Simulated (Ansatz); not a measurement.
Ansatz (a program for electronic structure) input (HF/6-31G*):

Ansatz 0.2 input:
```yaml
crystal:
  periodic: [false, false, false]
  atoms:
    - {symbol: C, position_ang: [-1.65691817, -0.79636213, -0.38564540]}
    - {symbol: C, position_ang: [-0.52278099, 0.04773370, 0.19469952]}
    - {symbol: C, position_ang: [-0.46619912, 1.43026824, -0.45296424]}
    - {symbol: C, position_ang: [0.80136404, -0.68756656, 0.04906601]}
    - {symbol: O, position_ang: [1.82004174, 0.05445435, 0.71634923]}
    - {symbol: H, position_ang: [-2.61685148, -0.29235873, -0.26218020]}
    - {symbol: H, position_ang: [-1.72504826, -1.77093654, 0.10270601]}
    - {symbol: H, position_ang: [-1.50946393, -0.96629567, -1.45591552]}
    - {symbol: H, position_ang: [-0.69727634, 0.17533522, 1.26861938]}
    - {symbol: H, position_ang: [-0.31107238, 1.34253724, -1.53252840]}
    - {symbol: H, position_ang: [0.35026452, 2.02193010, -0.04104718]}
    - {symbol: H, position_ang: [-1.40035727, 1.97263530, -0.29401560]}
    - {symbol: H, position_ang: [0.71345967, -1.69213926, 0.48169695]}
    - {symbol: H, position_ang: [1.04011140, -0.80010022, -1.01781706]}
    - {symbol: H, position_ang: [2.66310579, -0.39068173, 0.58875250]}
basis:
  gaussian:
    orbitals: 6-31G*
hamiltonian:
  xc: {name: HF}
relax: {f_tol: 0.003, max_steps: 120}
```

Output:

```
Functional definition: HF
integrals: 0.05 GiB planned
1142 factors; integrals over basis functions are off by at most 4.0e-4 eV
mean field: 0.28 GiB planned
mean field evaluation 1: about -6313.7059 eV, gradient 3.6e1 eV
mean field evaluation 2: about -6313.7921 eV, gradient 3.6e1 eV
mean field evaluation 4: about -6316.9437 eV, gradient 4.1e0 eV
mean field evaluation 8: about -6316.9864 eV, gradient 9.2e-5 eV
mean field -6316.98637935 eV, -232.1449676341 hartree, gradient 9.6e-6 eV, S^2 0.000000; 0 other end points of the search recorded, 0 dependent functions left out
the calculation of the forces begins
reference -6316.98637935 eV, -232.1449676341 hartree; 21, 21 occupied and 74, 74 virtual orbitals, 1142 factors
relax step   1: F+E_penalty+E_count = -6316.98637935 eV  Δ(F+E_penalty+E_count) = +0.000e0 eV  max|allowed force component| = 8.532e-1 eV/Å  Δτ_max = 0.0000 Å  (32 SCF iters, accepted)
these checks for a lower state are left out or cut short: starts, cluster_reference, orbital_swaps, neighbouring_geometries, increment
integrals: 0.05 GiB planned
1142 factors; integrals over basis functions are off by at most 3.9e-4 eV
mean field: 0.28 GiB planned
mean field evaluation 16: about -6317.0090 eV, gradient 5.7e-4 eV
mean field -6317.00898165 eV, -232.1457982533 hartree, gradient 1.4e-5 eV, S^2 0.000000; 0 other end points of the search recorded, 0 dependent functions left out
the calculation of the forces begins
reference -6317.00898165 eV, -232.1457982533 hartree; 21, 21 occupied and 74, 74 virtual orbitals, 1142 factors
relax step   2: F+E_penalty+E_count = -6317.00898165 eV  Δ(F+E_penalty+E_count) = -2.260e-2 eV  max|allowed force component| = 2.659e-1 eV/Å  Δτ_max = 0.0173 Å  (32 SCF iters, accepted)
these checks for a lower state are left out or cut short: starts, cluster_reference, orbital_swaps, neighbouring_geometries, increment
integrals: 0.05 GiB planned
1142 factors; integrals over basis functions are off by at most 3.8e-4 eV
mean field: 0.28 GiB planned
mean field -6317.01108874 eV, -232.1458756874 hartree, gradient 1.5e-5 eV, S^2 0.000000; 0 other end points of the search recorded, 0 dependent functions left out
the calculation of the forces begins
reference -6317.01108874 eV, -232.1458756874 hartree; 21, 21 occupied and 74, 74 virtual orbitals, 1142 factors
relax step   3: F+E_penalty+E_count = -6317.01108874 eV  Δ(F+E_penalty+E_count) = -2.107e-3 eV  max|allowed force component| = 5.658e-2 eV/Å  Δτ_max = 0.0058 Å  (25 SCF iters, accepted)
these checks for a lower state are left out or cut short: starts, cluster_reference, orbital_swaps, neighbouring_geometries, increment
integrals: 0.05 GiB planned
1142 factors; integrals over basis functions are off by at most 3.8e-4 eV
mean field: 0.28 GiB planned
mean field -6317.01124514 eV, -232.1458814349 hartree, gradient 2.2e-5 eV, S^2 0.000000; 0 other end points of the search recorded, 0 dependent functions left out
the calculation of the forces begins
reference -6317.01124514 eV, -232.1458814349 hartree; 21, 21 occupied and 74, 74 virtual orbitals, 1142 factors
relax step   4: F+E_penalty+E_count = -6317.01124514 eV  Δ(F+E_penalty+E_count) = -1.564e-4 eV  max|allowed force component| = 1.543e-2 eV/Å  Δτ_max = 0.0033 Å  (24 SCF iters, accepted)
these checks for a lower state are left out or cut short: starts, cluster_reference, orbital_swaps, neighbouring_geometries, increment
integrals: 0.05 GiB planned
1142 factors; integrals over basis functions are off by at most 3.8e-4 eV
mean field: 0.28 GiB planned
mean field evaluation 32: about -6317.0111 eV, gradient 2.1e-1 eV
mean field -6317.01126512 eV, -232.1458821690 hartree, gradient 1.9e-5 eV, S^2 0.000000; 0 other end points of the search recorded, 0 dependent functions left out
the calculation of the forces begins
reference -6317.01126512 eV, -232.1458821690 hartree; 21, 21 occupied and 74, 74 virtual orbitals, 1142 factors
relax step   5: F+E_penalty+E_count = -6317.01126512 eV  Δ(F+E_penalty+E_count) = -1.998e-5 eV  max|allowed force component| = 1.801e-2 eV/Å  Δτ_max = 0.0043 Å  (24 SCF iters, accepted)
these checks for a lower state are left out or cut short: starts, cluster_reference, orbital_swaps, neighbouring_geometries, increment
integrals: 0.05 GiB planned
1142 factors; integrals over basis functions are off by at most 3.8e-4 eV
mean field: 0.28 GiB planned
mean field -6317.01128104 eV, -232.1458827543 hartree, gradient 1.1e-5 eV, S^2 0.000000; 0 other end points of the search recorded, 0 dependent functions left out
the calculation of the forces begins
reference -6317.01128104 eV, -232.1458827543 hartree; 21, 21 occupied and 74, 74 virtual orbitals, 1142 factors
relax step   6: F+E_penalty+E_count = -6317.01128104 eV  Δ(F+E_penalty+E_count) = -1.593e-5 eV  max|allowed force component| = 4.871e-3 eV/Å  Δτ_max = 0.0023 Å  (24 SCF iters, accepted)
these checks for a lower state are left out or cut short: starts, cluster_reference, orbital_swaps, neighbouring_geometries, increment
integrals: 0.05 GiB planned
1142 factors; integrals over basis functions are off by at most 3.8e-4 eV
mean field: 0.28 GiB planned
mean field -6317.01128244 eV, -232.1458828055 hartree, gradient 3.5e-5 eV, S^2 0.000000; 0 other end points of the search recorded, 0 dependent functions left out
the calculation of the forces begins
reference -6317.01128244 eV, -232.1458828055 hartree; 21, 21 occupied and 74, 74 virtual orbitals, 1142 factors
relax step   7: F+E_penalty+E_count = -6317.01128244 eV  Δ(F+E_penalty+E_count) = -1.394e-6 eV  max|allowed force component| = 3.181e-4 eV/Å  Δτ_max = 0.0008 Å  (20 SCF iters, accepted)
integrals: 0.05 GiB planned
1142 factors; integrals over basis functions are off by at most 3.8e-4 eV
mean field: 0.28 GiB planned
mean field -6317.01128244 eV, -232.1458828055 hartree, gradient 3.5e-5 eV, S^2 0.000000; 1 other end points of the search recorded, 0 dependent functions left out
the calculation of the forces begins
reference -6317.01128244 eV, -232.1458828055 hartree; 21, 21 occupied and 74, 74 virtual orbitals, 1142 factors
Total energy: -6317.01128244 eV, -232.1458828055 hartree
Atom 0 at    -1.658542    -0.795543    -0.386085 Å, force     0.000159     0.000283    -0.000003 eV/Å
Atom 1 at    -0.519361     0.046354     0.194542 Å, force    -0.000164    -0.000318    -0.000040 eV/Å
Atom 2 at    -0.463878     1.431807    -0.452516 Å, force    -0.000015     0.000232     0.000033 eV/Å
Atom 3 at     0.807181    -0.689259     0.049030 Å, force     0.000046    -0.000262     0.000163 eV/Å
Atom 4 at     1.811744     0.046132     0.698990 Å, force     0.000166     0.000253    -0.000015 eV/Å
Atom 5 at    -2.612667    -0.294493    -0.258274 Å, force     0.000043     0.000001     0.000061 eV/Å
Atom 6 at    -1.727528    -1.764855     0.099523 Å, force    -0.000081    -0.000184    -0.000026 eV/Å
Atom 7 at    -1.517966    -0.965689    -1.450810 Å, force     0.000004    -0.000040    -0.000005 eV/Å
Atom 8 at    -0.692470     0.173905     1.260593 Å, force     0.000063     0.000060    -0.000016 eV/Å
Atom 9 at    -0.297648     1.351808    -1.524559 Å, force     0.000028    -0.000011    -0.000065 eV/Å
Atom 10 at     0.336903     2.026272    -0.031480 Å, force    -0.000042     0.000069    -0.000079 eV/Å
Atom 11 at    -1.398441     1.964502    -0.302749 Å, force    -0.000068     0.000001     0.000042 eV/Å
Atom 12 at     0.724389    -1.683619     0.484902 Å, force    -0.000097    -0.000002    -0.000107 eV/Å
Atom 13 at     1.044626    -0.812604    -1.007699 Å, force    -0.000019     0.000009     0.000002 eV/Å
Atom 14 at     2.646038    -0.386265     0.586368 Å, force    -0.000023    -0.000091     0.000055 eV/Å
Dipole moment:     0.073445    -0.288555    -0.147742 e Å
```

The geometry given is a B3LYP-D3(BJ)/def2-TZVP minimum.
